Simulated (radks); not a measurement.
Valence configurations of neutral iridium (all share [Xe]). Calculated with a radial shooting solver on a logarithmic mesh with Libxc functionals: scalar-relativistic Kohn-Sham, PBE, spin-polarised, spherical densities, point nucleus; open shells are filled with parallel spins first (spin-orbit coupling, left out, can overturn this in heavy ions). Energies are relative to 4f14 5d7 6s2; eigenvalues in eV for spin up.

| valence | E (eV) | moment (Bohr magnetons) | e(4f) | e(5d) | e(6p) | e(6s) |
|---|---|---|---|---|---|---|
| 4f14 5d7 6s2 | 0.000 | 3 | -62.214 | -7.942 | - | -6.742 |
| 4f13 5d7 6s2 6p1 | 67.291 | 5 | -78.317 | -12.941 | -2.730 | -9.068 |
| 4f13 5d5 6s2 6p3 | 86.689 | 9 | -88.213 | -20.699 | -5.030 | -13.023 |
| 4f13 5d5.5 6s1.5 6p3 | 83.523 | 9 | -86.320 | -19.387 | -4.866 | -12.618 |
| 4f12 5d7 6s2 6p2 | 148.58 | 7 | -95.237 | -18.155 | -3.940 | -11.227 |
| 4f14 5d8 6s1 | -0.036 | 3 | -59.514 | -6.006 | - | -6.082 |
| 4f14 5d4 6s2 6p3 | 25.220 | 7 | -76.598 | -18.805 | -4.969 | -12.718 |
| 4f13.5 5d4.5 6s2 6p3 | 54.901 | 8 | -82.355 | -19.755 | -5.001 | -12.875 |
| 4f11.5 5d6.5 6s2 6p3 | 201.75 | 9 | -106.61 | -22.880 | -5.071 | -13.238 |
| 4f13.5 5d7.5 6s2 | 29.006 | 3 | -67.716 | -8.370 | - | -6.695 |

NIST lists [Xe] 4f14 5d7 6s2 as the ground configuration; this level of theory puts 4f14 5d8 6s1 lower, by 0.036 eV. The energies are those of spherical high-spin densities, not of single terms.
